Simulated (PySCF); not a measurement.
A PySCF script (with the pyscf-properties extension) for the NMR shieldings of `O=CNCB(F)F`, C2H4BF2NO, on a GFN2-xTB geometry:

```python
import basis_set_exchange as bse
import numpy as np
from pyscf import gto, dft
from pyscf.prop import nmr

atoms = """
O     0.451638   -0.073953    1.447323
C     1.300199    0.060307    0.547121
N     0.912305    0.123884   -0.700370
C    -0.529429    0.021962   -0.846690
B    -1.026814   -0.135610    0.727570
F    -1.737102    0.907193    1.225374
F    -1.562303   -1.337403    1.056697
H     2.356753    0.125569    0.799404
H     1.535647    0.233390   -1.485833
H    -0.915719    0.918064   -1.332462
H    -0.779751   -0.840733   -1.464099
"""
names = dict.fromkeys(["O", "C", "N", "B", "F", "H"], "pcSseg-1")
basis = {el: gto.basis.parse(bse.get_basis(n, elements=[el], fmt="nwchem")) for el, n in names.items()}
mol = gto.M(atom=atoms, basis=basis, charge=0, verbose=0)
mf = dft.RKS(mol, xc="PBE0")
mf.grids.level = 2
mf.grids.alignment = dft.numint.BLKSIZE   # the property module wants whole blocks of grid points
mf.conv_tol = 1e-9
mf.kernel()

calc = nmr.RKS(mf)   # GIAO
C = mf.mo_coeff
Co = C[:, mf.mo_occ > 0]
resp = mf.gen_response(singlet=True, hermi=2)
def vind(x):   # induced exchange potential for any number of trial vectors
    d = np.einsum("pi,xij,qj->xpq", C, 2 * x.reshape(-1, C.shape[1], Co.shape[1]), Co, optimize=True)
    return np.einsum("xpq,pi,qj->xij", resp(d - d.transpose(0, 2, 1)), C, Co, optimize=True).ravel()
mo1, _ = nmr.rhf.solve_mo1(calc, with_cphf=vind)
sigma = calc.kernel(mo1)
for i, s in enumerate(sigma):   # ppm
    print("%2d %-2s %9.2f" % (i, mol.atom_pure_symbol(i), np.trace(s) / 3))
```

Task: Give the expected output.

Result: 
```
 0 O      26.95
 1 C      16.61
 2 N     113.09
 3 C     152.20
 4 B      92.69
 5 F     316.07
 6 F     316.18
 7 H      24.09
 8 H      25.42
 9 H      29.35
10 H      29.35
```

These numbers come from an equivalent density-fitted implementation of the same equations, which agrees with the script to about 0.01 ppm for H and up to a few tenths of a ppm for heavy atoms, so last digits may differ.

Size and cost of the density-fitted run: 139 basis functions, 14 s wall time on 1 thread of an Arm Neoverse V1, shared host.
